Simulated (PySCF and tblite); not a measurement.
Results of a calculation; reference values are marked as such.
2 diastereomers of C5H8Cl2F2, numbered alike:

```tsv
isomer	SMILES	descriptors (one enantiomer)
A	[CH3:1][C@@:2]([F:3])([Cl:4])[CH2:5][C@:6]([CH3:7])([F:8])[Cl:9]	2R, 6R
B	[CH3:1][C@:2]([F:3])([Cl:4])[CH2:5][C@:6]([CH3:7])([F:8])[Cl:9]	2S, 6R
```

Protocol: conformer search, at most 6 conformers an isomer, GFN2-xTB geometries, energies PBE0/pcSseg-1 (IEF-PCM, benzene) (D3(BJ) added where defined), GIAO shieldings PBE0/pcSseg-1 (IEF-PCM, benzene), weights at 298.15 K with GFN2-xTB thermal terms. Programs: PySCF with density fitting and tblite.

Question: What shifts does each isomer give (ppm; of two unlike H on one atom, a is the less shielded)?

Answer: 
A: ¹H (against TMS): 3.06 (H5, 2H), 2.08 (H1/H7, 6H). ¹³C (against TMS): 122.4 (C2/C6), 61.7 (C5), 32.9 (C1/C7). ¹⁹F (against CFCl3): -115.4 (F3/F8).

B: ¹H (against TMS): 3.09 (H5a, 1H), 2.92 (H5b, 1H), 2.12 (H1/H7, 6H). ¹³C (against TMS): 121.6 (C2/C6), 61.0 (C5), 33.7 (C1/C7). ¹⁹F (against CFCl3): -111.3 (F3/F8).

Unscaled ¹⁹F shifts at such levels can be off by tens of ppm; differences between conformers or isomers are more reliable. Shifts are unscaled: against experiment ¹³C can be off by 15 ppm or more and ¹H by 0.8 ppm.
